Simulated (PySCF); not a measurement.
**C4H9OSi: g tensor and hyperfine couplings**

C₄H₉OSi (doublet state).
Geometry (GFN2-xTB, Å), atoms numbered from 1 in this order:
```
atom  x, y, z in Å
C1     0.076   -0.274   -1.906
C2     0.296   -0.165   -0.598
C3    -0.504   -0.907    0.438
C4    -1.513    0.019    1.114
O5     1.264    0.651   -0.149
Si6    1.756    1.337    1.238
H7    -0.684   -0.929   -2.287
H8     0.656    0.286   -2.617
H9     0.178   -1.315    1.188
H10   -1.025   -1.734   -0.043
H11   -2.203    0.423    0.376
H12   -1.003    0.850    1.602
H13   -2.083   -0.525    1.864
H14    3.045    1.855    0.830
H15    1.739    0.437    2.387
```

The hyperfine couplings belong to this conformer and change with its torsions.

The species is `C=C(CC)O[SiH2]` [radical].

The calculation used UKS B3LYP, pcH-1 on C H O Si, non-relativistic, mean-field spin-orbit, GIAO in PySCF. Geometry: GFN2-xTB, one conformer, isolated molecule. Couplings are sensitive to structure, and on GFN2-xTB geometries they can be far from those on DFT ones, by a factor of two or more for some ions and for spin on atoms past the first row. Stability of the SCF solution: not tested.

* g1, g2, g3: 2.00134, 2.00211, 2.00414
* g_iso: 2.00253
* Form of g: rhombic: the two nearest values differ by 27 % of g3 − g1
* ⟨S²⟩: 0.7521 (exact 0.7500)
* α and β electrons: 28, 27
* Total energy: -522.54477 Eh
* Basis functions: 250

Hyperfine couplings atom by atom, in G; T1 to T3 are the principal values of the dipolar part (MHz turned into gauss with g_iso; 10 G = 1 mT):

| atom | isotope | a_iso | of which spin–orbit | T1 | T2 | T3 | Mulliken spin population |
| --- | --- | --- | --- | --- | --- | --- | --- |
| C1 | 13C | 2.2 | 0.0 | -2.2 | -1.9 | 4.1 | 0.08 |
| C2 | 13C | -2.6 | 0.0 | -2.2 | 0.7 | 1.5 | -0.04 |
| C3 | 13C | 0.3 | 0.0 | -0.2 | -0.1 | 0.3 | 0.00 |
| C4 | 13C | 2.4 | 0.0 | -0.4 | -0.4 | 0.8 | 0.01 |
| O5 | 17O | -6.8 | 0.0 | -12.4 | 6.0 | 6.5 | 0.06 |
| Si6 | 29Si | -185.2 | 0.4 | -53.8 | 26.7 | 27.1 | 0.83 |
| H7 | 1H | -1.7 | 0.0 | -1.1 | -0.2 | 1.3 | 0.00 |
| H8 | 1H | -1.7 | 0.0 | -0.5 | -0.2 | 0.8 | 0.00 |
| H9 | 1H | -0.6 | 0.0 | -0.6 | -0.5 | 1.1 | 0.00 |
| H10 | 1H | 0.1 | 0.0 | -0.3 | -0.2 | 0.5 | 0.00 |
| H11 | 1H | -0.1 | 0.0 | -0.5 | -0.3 | 0.8 | 0.00 |
| H12 | 1H | 0.0 | 0.0 | -1.7 | -1.3 | 3.0 | 0.00 |
| H13 | 1H | 0.1 | 0.0 | -0.4 | -0.3 | 0.7 | 0.00 |
| H14 | 1H | 29.1 | 0.0 | -2.9 | 0.1 | 2.8 | 0.03 |
| H15 | 1H | 33.7 | 0.0 | -3.1 | 0.2 | 2.9 | 0.04 |

Largest spin populations (Mulliken): Si6 (+0.83), C1 (+0.08) and O5 (+0.06). No atom but Si6 exceeds +0.15. The angles at Si6 add up to 331.4°, so it is pyramidal.

Under fast tumbling the dipolar parts average out, and these isotropic splittings remain: 2 × 1H (H14/H15, I = 1/2, 3 lines) with 3.14 mT, 1 × 1H (H7, I = 1/2, 2 lines) with 0.17 mT and 1 × 1H (H8, I = 1/2, 2 lines) with 0.17 mT.

Nuclei that the bonding pattern makes equivalent are averaged, as if the motion that swaps them (rotation, inversion, ring flip) were fast. The 1H value of +88.0 MHz is a mean of couplings from 81.6 to 94.5 MHz in this one geometry, not an average over conformers.

The 17O coupling of O5 (-19.1 MHz) shows only in satellite lines or after enrichment, since that isotope makes up about 0.038 % of natural oxygen.

The 29Si coupling of Si6 (-519.2 MHz) shows only in satellite lines or after enrichment, since that isotope makes up about 4.7 % of natural silicon.

β density exceeds α density at some nuclei, such as C2 (-0.0065), H7 (-0.0011) and H8 (-0.0010), spin density in bohr⁻³. In a single determinant that takes different orbitals for the two spins, that is spin polarisation.

Time: 53 s wall (with the writing of density and orbital grids); peak memory 0.94 GiB. Hardware: one thread, Arm Neoverse V1 (aarch64), no GPU, shared host.
